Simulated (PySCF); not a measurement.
Z-matrix (Å, degrees):
```
Cr
O 1 1.5720
O 1 1.5721 2 112.68
O 1 1.7475 2 109.42 3 -120.76
C 4 1.4168 1 123.24 2 -36.11
H 5 1.1110 4 108.30 1 167.19
H 5 1.1132 6 109.44 4 121.18
H 5 1.1136 6 108.86 7 118.38
O 1 1.7481 2 108.59 3 121.10
C 9 1.4171 1 122.62 2 -160.72
H 10 1.1110 9 108.29 1 169.32
H 10 1.1133 11 109.46 9 121.11
H 10 1.1137 11 108.89 12 118.38
```
Charge 0, spin multiplicity 1.

Q: Predict the charge on the central atom (Mulliken), charge on the central atom (meta-Löwdin) and total energy from PBE-D3(BJ)/def2-TZVP // BP86-D3(BJ)/def2-SVP in PySCF.

A: 
* **charge on the central atom (Mulliken)**: 1.22 e
* **charge on the central atom (meta-Löwdin)**: 1.28 e
* **total energy**: -38772.17 eV
